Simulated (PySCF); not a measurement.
## Correlation energy of Mn²⁺ (manganese, charge +2)

[Ar] 3d5, high-spin 6S determinant. All numbers are calculated (PySCF 2.14, the non-relativistic Hamiltonian (point nucleus), in aug-cc-pwCVTZ (10s9p7d4f3g, 127 functions)). Frozen: [Ne]; 13 electrons correlated.

MP2 pair energies summed by pair of shells (mhartree):

| pair | energy | share (%) |
| --- | --- | --- |
| 3p-3d | -208.67 | 43.9 |
| 3p-3p | -100.60 | 21.2 |
| 3d-3d | -75.35 | 15.9 |
| 3s-3p | -45.29 | 9.5 |
| 3s-3d | -38.94 | 8.2 |
| 3s-3s | -6.04 | 1.3 |

Total MP2 correlation energy: -474.89 mhartree.

Same-spin part -169.74 and opposite-spin part -305.15 mhartree; SCS-MP2 scales them by 1/3 and 6/5 to -422.76 mhartree.
